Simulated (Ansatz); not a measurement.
`N[Si@@H](F)S[Si@@H](N)F` → 2 F• + 6 H• + 2 N• + S• + 2 Si•  (atomization)

Calculated with Ansatz (gas phase, PBE0-D4/def2-TZVP geometries, no zero-point term in ΔE). CBS: MP2 limit from def2 TZ/QZ plus the TZ coupled-cluster correction, frozen cores. This one scheme is used for every species, atoms too. Functionals use def2-TZVPP. HSE06 is defined as in plane-wave codes. No spin–orbit coupling; open shells (•) take unrestricted orbitals. Spin–orbit coupling would lower the free atoms: a little for F, S, Si. Each species was taken in one conformer, which may not be the lowest.

```csv
level,ΔE (kcal/mol),difference from CCSD(T)/CBS
LDA (SPW92),1316.4,159.1
PBE-D4,1165.9,8.6
revPBE-D4,1135.7,-21.6
BLYP-D4,1150.5,-6.8
r2SCAN-D4,1150.8,-6.5
B97M-V,1156.1,-1.2
PBE0-D4,1142.9,-14.4
r2SCANh-D4,1141.9,-15.4
r2SCAN0-D4,1129.0,-28.3
HSE06-D4,1143.5,-13.8
BHLYP-D4,1116.1,-41.2
CAM-B3LYP-D4,1158.3,1.0
ωB97X-V,1161.2,3.9
ωB97M-V,1159.9,2.6
B2PLYP,1137.2,-20.1
PBE-QIDH,1136.7,-20.6
PBE,1157.0,-0.3
BLYP,1131.3,-26.0
r2SCAN,1148.6,-8.7
PBE0,1135.3,-22.0
r2SCANh,1139.5,-17.8
r2SCAN0,1126.4,-30.9
HSE06,1136.4,-20.9
CAM-B3LYP,1150.5,-6.8
LC-ωPBE,1144.1,-13.2
HF/def2-SVP,791.9,-365.4
MP2/def2-SVP,1066.4,-90.9
CCSD/def2-SVP,1033.0,-124.3
CCSD(T)/def2-SVP,1044.1,-113.2
HF/def2-TZVPP,815.1,-342.2
MP2/def2-TZVPP,1142.3,-15.0
SCS-MP2/def2-TZVPP,1137.0,-20.3
CCSD/def2-TZVPP,1097.1,-60.2
CCSD(T)/def2-TZVPP,1115.3,-42.0
HF/def2-QZVPP,818.9,-338.4
MP2/def2-QZVPP,1167.7,10.4
SCS-MP2/def2-QZVPP,1165.1,7.8
HF/CBS(def2),819.4,-337.9
MP2/CBS(def2),1184.2,26.9
CCSD/CBS(def2),1139.0,-18.3
CCSD(T)/CBS,1157.3,0
```

Largest T1 diagnostic among the species: 0.012.

From r2SCAN to r2SCAN0 (25 % exact exchange), in def2-TZVPP and without D4, ΔE moves by −22.2 kcal/mol: exact exchange takes away binding that semilocal exchange gives to molecules. Leaving LDA and LC-ωPBE aside and taking each functional with its dispersion term where it has one, the values spread over 49.8 kcal/mol, from BHLYP-D4 to PBE-D4. LDA lies +159.3 kcal/mol from PBE without D4, its usual overbinding. In def2-TZVPP, CCSD(T) changes the Hartree–Fock value by +300.2 kcal/mol (the triples alone add +18.2 kcal/mol) and MP2 by +327.2 kcal/mol; breaking electron pairs costs correlation energy, which Hartree–Fock lacks.

For atomizations the MP2-based limit and the directly extrapolated one differ by several kJ/mol either way, and by 10 to 25 for some Ge, Se and Sn compounds, so smaller differences from it don't rank the levels.
